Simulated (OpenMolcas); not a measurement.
Levels of Pt VIII by method

- Program: OpenMolcas 26.06
- Basis: ANO-RCC-VTZP [8s7p5d3f1g]
- Scalar Hamiltonian: DKH2, point nucleus
- Active space: 9 electrons in 8 orbitals (RAS1 5p, at most 2 holes; RAS2 5d)
- State averaging: 2S+1 = 4 even, 10 roots; 2S+1 = 2 even, 40 roots
- Spin-orbit coupling: state interaction with AMFI integrals over the reference wave functions, term energies averaged over their components

Methods on the same reference wave functions:
A. RASSCF
B. SS-RASPT2, IPEA 0.25 Eh, imaginary shift 0.1 Eh (closed shells correlated: 5s)
C. MS-RASPT2, IPEA 0.25 Eh, imaginary shift 0.1 Eh (closed shells correlated: 5s)

Energies in cm⁻¹ above 5d³ ⁴F_3/2.

| Level | A | B | C |
| --- | --- | --- | --- |
| 5d³ ⁴F_3/2 [75 %] | 0.0 | 0.0 | 0.0 |
| 5d³ ⁴F_5/2 | 10535 | 10830 | 10760 |
| 5d³ ⁴F_7/2 | 18147 | 18010 | 17940 |
| 5d³ ⁴P_1/2 [67 %] | 24379 | 23010 | 22930 |
| 5d³ ²G_7/2 [73 %] | 34590 | 33220 | 33150 |
| 5d³ ⁴P_5/2 | 36046 | 34770 | 34810 |
| 5d³ ²H_9/2 [53 %] | 36503 | 35050 | 34980 |
| 5d³ ²P_1/2 [67 %] | 43248 | 41570 | 41500 |
| 5d³ ²H_11/2 | 48031 | 45190 | 45120 |
| 5d³ ²D_5/2(1) | 50367 | 49170 | 48640 |
| 5d³ ²G_9/2 [58 %] | 56045 | 54280 | 54210 |
| 5d³ ²F_5/2 | 56545 | 52820 | 52730 |
| 5d³ ²F_7/2 | 58641 | 54830 | 54760 |
| 5d³ ²P_3/2 [56 %] | 59595 | 57940 | 58080 |
| 5d³ ²D_3/2(2) | 82749 | 79500 | 79090 |
| 5d³ ²D_5/2(2) [73 %] | 84592 | 81340 | 81640 |

Between B and C the level of the table that moves most is 5d³ ²D_5/2(1), by 530 cm-1 (lowest in C, highest in B). Moves below CASPT2's spread within the term are not significant.

From A to B the spin-free energies of the other terms of 5d³ shown, above ⁴F, scale by factors of 0.86 to 0.93, as is usual when dynamic correlation screens the repulsion within a d or f shell.

The lowest spin-free term lies below A's lowest term by 0.191 hartree in B, 0.191 hartree in C.

CASPT2 breaks the degeneracy within a term, and the mean is taken; among the terms shown or strongly mixed into the levels shown the widest spread is 790 cm-1 (5d³ ⁴F, C). Active for correlation alone: 5p; no level in the range computed is led by a configuration that opens it, so any true level of that kind is missing. Without dynamic correlation excited terms often stand tens of per cent too high (terms of higher spin than the ground term too low), and those without a measured partner can miss by more than the paired ones (holds for A). Only configurations of the active space appear. Levels that lie high or do not pair safely by name in every column are left out.

A share in square brackets marks a mixed level and gives the weight of the term that names it, the lowest over the columns. A number in round brackets counts repeated terms of one configuration in the order of the reference energies.
